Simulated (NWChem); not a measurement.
**Basis-set convergence for HBF$_{2}$**

```xyz
4

B      0.0000     0.0000     0.4571
H      0.0000     0.0000     1.6591
F     -1.1250     0.0000    -0.2191
F      1.1250     0.0000    -0.2191
```
Charge 0, spin multiplicity 1.

The numbers come from NWChem runs, not from measurements. The geometry was optimised at PBE0/def2-SVP, a minimum by its harmonic frequencies.

Quantity: vertical ionisation energy at the level ΔPBE (Δ: difference of total energies, the cation a doublet at the parent's geometry with its hole in an orbital of symmetry a1 (C2v labels); it is the state that the SCF runs reached, from PBE0 orbitals for Hartree-Fock references, and need not be the lowest).

The Pople sets run with spherical d functions. The structure started from a generated list of species. No SCF solution was tested for a lower state.

```csv
basis,functions,vertical ionisation energy (eV)
6-31G*,44,?
cc-pVDZ,47,13.31
pcseg-1,47,?
6-311++G**,73,?
aug-cc-pVDZ,78,13.50
def2-TZVP,99,13.47
pcseg-2,104,13.50
def2-TZVPP,107,13.47
aug-cc-pVTZ,161,13.49
```

Some entries are withheld; supply them.


- 6-31G*, vertical ionisation energy (eV): 13.21
- pcseg-1, vertical ionisation energy (eV): 13.54
- 6-311++G**, vertical ionisation energy (eV): 13.56
